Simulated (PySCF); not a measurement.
**Working with the constants of SnH**

PBE0 constants of SnH, ²Π (doublet), unpaired electrons π ↑ (PySCF, scalar-relativistic core potentials, basis sets Sn cc-pVTZ-PP with ECP28, H cc-pVTZ; masses 119.9022 and 1.0078 u):

```
ωe              : 1712.4 cm⁻¹
ωexe            : 25.5 cm⁻¹
Be              : 5.3097 cm⁻¹
αe              : 0.134 cm⁻¹
D (centrifugal) : 0.000204 cm⁻¹
De to Sn + H    : 2.59 eV
```

**Question.** Give the vibrational terms G(v) and spacings up to v = 6.

**Answer.** G(v) = ωe(v+½) − ωexe(v+½)².

| v | G(v) (cm⁻¹) | G(v) − G(v−1) | Bv (cm⁻¹) |
| --- | --- | --- | --- |
| 0 | 850 |  | 5.243 |
| 1 | 2511 | 1661 | 5.109 |
| 2 | 4122 | 1610 | 4.975 |
| 3 | 5681 | 1559 | 4.841 |
| 4 | 7189 | 1508 | 4.707 |
| 5 | 8647 | 1457 | 4.573 |
| 6 | 10053 | 1406 | 4.439 |

**Question.** How well does the Morse estimate ωe²/(4ωexe) reproduce De, and what is D0?

**Answer.** It gives 3.56 eV, 138 % of the computed De. D0 = De − G(0) = 2.59 − 0.11 = 2.48 eV.

These are scalar-relativistic numbers at best; spin–orbit coupling would shift them, the dissociation energy most. The state was picked by a PBE0 search and need not be the measured ground state.
